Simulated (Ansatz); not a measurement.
Ansatz (a first-principles code) input (r2SCANh/def2-TZVPD):

Ansatz 0.2 input:
```yaml
crystal:
  periodic: [false, false, false]
  atoms:
    - {symbol: Si, position_ang: [-2.13354629, 0.38543092, -0.24339866]}
    - {symbol: C, position_ang: [-0.27429337, 0.26891868, -0.05012854]}
    - {symbol: N, position_ang: [0.54431825, 1.30941375, -0.05878417]}
    - {symbol: C, position_ang: [1.79659392, 0.92780755, 0.09741978]}
    - {symbol: C, position_ang: [2.08475561, -0.38875253, 0.23887461]}
    - {symbol: S, position_ang: [0.57640784, -1.23303643, 0.16269504]}
    - {symbol: H, position_ang: [-2.67234686, -0.99112134, -0.17830554]}
    - {symbol: H, position_ang: [-2.46092344, 0.99825452, -1.54802783]}
    - {symbol: H, position_ang: [-2.69734077, 1.20420876, 0.85045895]}
    - {symbol: H, position_ang: [3.02516890, -0.89253036, 0.37482916]}
basis:
  gaussian:
    orbitals: def2-TZVPD
hamiltonian:
  xc: {name: r2SCANh}
magnetization: {spin_polarized: true, initial_magnetization: 1}
output: {forces: true}
```

Output:

```
Functional definition: r2SCANh
integrals: 0.27 GiB planned
1473 factors; their error is unknown
0.49 GiB of the device are held for the grids
1.83 GiB of device memory are held for the factors and their scratch space
mean field: 2.14 GiB planned
mean field evaluation 1: about -23362.8609 eV, gradient 4.9e1 eV
mean field evaluation 2: about -23289.7192 eV, gradient 1.2e2 eV
mean field evaluation 4: about -23373.0717 eV, gradient 1.6e1 eV
mean field evaluation 8: about -23374.2666 eV, gradient 1.9e-1 eV
mean field evaluation 16: about -23374.2695 eV, gradient 6.8e-3 eV
mean field -23374.26954532 eV, -858.9885621416 hartree, gradient 1.2e-5 eV, S^2 0.762738; 0 other end points of the search recorded, 0 dependent functions left out
the calculation of the forces begins
reference -23374.26956513 eV, -858.9885628694 hartree; 30, 29 occupied and 243, 244 virtual orbitals, 1473 factors
Total energy: -23374.26956513 eV, -858.9885628694 hartree
Atom 0 at    -2.133546     0.385431    -0.243399 Å, force     0.101532    -0.022362     0.011928 eV/Å
Atom 1 at    -0.274293     0.268919    -0.050129 Å, force     0.208429    -0.048509     0.024710 eV/Å
Atom 2 at     0.544318     1.309414    -0.058784 Å, force    -0.117360     0.033560    -0.014450 eV/Å
Atom 3 at     1.796594     0.927808     0.097420 Å, force    -0.131516    -0.165746     0.001269 eV/Å
Atom 4 at     2.084756    -0.388753     0.238875 Å, force    -0.201046    -0.102191    -0.011042 eV/Å
Atom 5 at     0.576408    -1.233036     0.162695 Å, force     0.166607     0.312280    -0.010393 eV/Å
Atom 6 at    -2.672347    -0.991121    -0.178306 Å, force    -0.008612    -0.026715     0.001445 eV/Å
Atom 7 at    -2.460923     0.998255    -1.548028 Å, force    -0.004884     0.015059    -0.025415 eV/Å
Atom 8 at    -2.697341     1.204209     0.850459 Å, force    -0.009466     0.019051     0.021071 eV/Å
Atom 9 at     3.025169    -0.892530     0.374829 Å, force    -0.003683    -0.014428     0.000876 eV/Å
Dipole moment:     0.006600    -0.367641     0.032219 e Å
```

It need not be the lowest isomer of its formula.
